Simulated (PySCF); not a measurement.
What does the PBE0-D3(BJ)/def2-SVP structure of `C#CC1CCC(=N)CC1` look like in three dimensions?

```xyz
20
C8H11N angstrom
C      2.9327    0.7338    1.0504
C      2.1209    0.5284    0.1744
C      1.1168    0.2900   -0.8629
C      0.3899    1.5873   -1.2545
C     -0.4853    2.1123   -0.1174
C     -1.4397    1.0590    0.3800
N     -2.6807    1.3214    0.4669
C     -0.7853   -0.2572    0.7258
C      0.0921   -0.7666   -0.4182
H      3.6648    0.9119    1.8160
H      1.6469   -0.0947   -1.7513
H     -0.2391    1.3722   -2.1346
H      1.1203    2.3517   -1.5597
H     -1.0663    2.9919   -0.4259
H      0.1665    2.4140    0.7222
H     -3.1865    0.5021    0.8220
H     -0.1493   -0.1034    1.6161
H     -1.5512   -1.0018    0.9940
H      0.6078   -1.6923   -0.1207
H     -0.5412   -1.0130   -1.2869
```

Orientation and origin are arbitrary. Atoms count from 1 in this order. The 8 C–C bonds span 1.212 Å (C1≡C2, drawn triple) to 1.538 Å (C3–C4, drawn single), a spread of 0.326 Å. The 6-membered ring C3–C4–C5–C6–C8–C9 has internal angles of 109.8° to 114.2° (sum 671°, against 720° for a flat polygon); it is puckered, 0.22 Å rms from its mean plane, widest ring torsion 56°. Of the pairs four or more bonds apart, H16···H18 is among the closest relative to their van der Waals radii: 2.23 Å, 93 % of the sum of Bondi's values.

Bonds between heavy atoms (Å): C1≡C2 1.212, C2–C3 1.463, C3–C4 1.538, C4–C5 1.528, C5–C6 1.506, C6=N7 1.271, C6–C8 1.510, C8–C9 1.529, C3–C9 1.538.

Computed with PySCF 2.14.0, PBE0-D3(BJ)/def2-SVP geometry optimisation, gas phase.

Whether it is a minimum is left open (no frequencies). One conformer, not necessarily the lowest (C2–C3–C4–C5 -68°, C3–C4–C5–C6 -54°, C4–C5–C6–N7 -128°, C5–C6–C8–C9 -51°).
